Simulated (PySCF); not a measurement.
# Al⁺: ionisation energy

Al⁺ [Ne] 3s2 (1S) → Al²⁺ [Ne] 3s1 (2S), as a difference of total energies. Computed with PySCF 2.14 in 6-31G*, with the non-relativistic Hamiltonian (point nucleus). Correlated levels: valence: [Ne] frozen. The calculations carry no spin-orbit coupling.

```json
{"method": "UHF", "ionisation energy (eV)": "17.552", "error (eV)": "-1.277"}
{"method": "M06-L", "ionisation energy (eV)": "18.718", "error (eV)": "-0.111"}
{"method": "M06-2X", "ionisation energy (eV)": "19.035", "error (eV)": "+0.206"}
{"method": "MP2 (valence)", "ionisation energy (eV)": "18.253", "error (eV)": "-0.576"}
{"method": "SCS-MP2 (valence)", "ionisation energy (eV)": "18.393", "error (eV)": "-0.436"}
{"method": "CCSD (valence)", "ionisation energy (eV)": "18.611", "error (eV)": "-0.218"}
```

Reference: 18.829 eV (measured; NIST Atomic Spectra Database, ionization energies).

Errors of the correlated levels include the incompleteness of this basis and the frozen core.

With two correlated electrons CCSD is exact in that space.
